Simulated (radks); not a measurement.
The numbers below are computed, except where a source is named.
Q: These are the eigenvalues of the occupied orbitals of an atom or ion with whole-number occupations (eV). Level of theory: Dirac Kohn-Sham, BP86, spin-unpolarised, spherical densities, finite nucleus; Fermi nuclear charge, rms radius of each element as measured or else 0.836 A^(1/3) + 0.57 fm (a radial shooting solver on a logarithmic mesh with Libxc functionals).

orbital  eigenvalue
1s1/2     -59218.82
2s1/2     -9991.406
2p1/2     -9525.388
2p3/2     -8544.796
3s1/2     -2250.660
3p1/2     -2045.196
3p3/2     -1838.143
3d3/2     -1486.989
3d5/2     -1441.738
4s1/2     -449.0159
4p1/2     -366.3503
4p3/2     -319.6828
4d3/2     -183.5709
4d5/2     -175.0892
5s1/2      -60.1246
5p1/2      -37.4035
5p3/2      -31.3653
4f5/2      -10.8357
4f7/2       -9.6194
6s1/2       -5.8357
6p1/2       -2.4501

Which element is it, and in what charge state? The configuration may be excited. Open shells, if any, fill j = l - 1/2 first.

A: Z = 69, thulium, charge 0: Tm in [Kr] 4d10 4f13 5s1 5p6 6s2 6p1. The list shows which subshells hold electrons but not how many an open one holds; the 1s level, -2176.3 hartree, gives Z - s = 66.0 by -(Z - s)^2/2, which with screening and relativity narrows Z to a few neighbours, and the depths of the outer levels then fix element, charge and occupations together.
